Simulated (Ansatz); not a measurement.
K2Br2⁻, that is (KBr)2 ring with one electron more. Total charge -1; doublet. Geometry B3LYP-D4/def2-SVP, that of the neutral singlet; atoms count from 1.

```xyz
4

K     1.0520   -0.1848    1.7271
Br    0.9896   -1.8918   -0.8051
K    -1.0520    0.1847   -1.7270
Br   -0.9896    1.8918    0.8051
```

The highest occupied level of the charge -1 doublet lies above zero (up to 0.47 eV). By energy differences its removal costs 0.29 eV (vertical, to the charge 0 singlet, at PBE0-D4/def2-TZVPD); a positive level beside a positive removal energy at the same level points to self-interaction error.

**Question.** Estimate the Mulliken populations from the PBE0/def2-TZVPD orbitals of Ansatz.

**Answer.** 
```
atom  charge (e)  spin (α − β)
  K1        0.44          0.49
 Br2       -0.94          0.01
  K3        0.44          0.49
 Br4       -0.94          0.01
```
Mulliken values and Mayer orders depend strongly on the basis. With diffuse functions, as here, like atoms can get unlike values, and bond orders can come out too low or too high.

**Question.** Where does the spin sit?

**Answer.** Summed by element: K 0.97, Br 0.03, of 1 unpaired in all. Largest on single atoms: K1 0.49, K3 0.49, Br4 0.01.

**Question.** And the Mayer bond orders between bonded heavy atoms (over 0.3)?

**Answer.** K1–K3 0.47 (4.06 Å).
